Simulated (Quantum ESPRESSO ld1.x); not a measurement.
Values are calculated unless marked as measured or tabulated.
Task: Orbital eigenvalues (eV) of the antimony ion Sb2+, [Kr] 4d10 5s2 5p1, of relativity; Dirac values are averaged over j with weights 2j + 1. Spin-unpolarised spherical Kohn-Sham, LDA (Slater exchange, Perdew-Zunger correlation), point nucleus, ld1.x of Quantum ESPRESSO 7.5. A level marked "c x" has the speed of light scaled by that factor and shares open shells by 2j + 1; other Dirac levels either fill j = l - 1/2 first or share by 2j + 1.

shell  non-rel.
1s       -29157
2s      -4349.8
2p      -4078.9
3s      -864.72
3p      -752.01
3d      -542.04
4s      -155.79
4p      -117.60
4d      -53.587
5s      -28.561
5p      -20.351

Give the values at the level "Dirac, c x 1.25".

Result: 
shell  Dirac, c x 1.25  change of magnitude (%)
1s              -29850                    +2.38
2s             -4518.4                    +3.88
2p             -4129.1                    +1.23
3s             -899.35                    +4.00
3p             -762.68                    +1.42
3d             -537.09                    -0.91
4s             -162.68                    +4.42
4p             -119.27                    +1.42
4d             -52.554                    -1.93
5s             -29.331                    +2.70
5p             -20.399                    +0.24
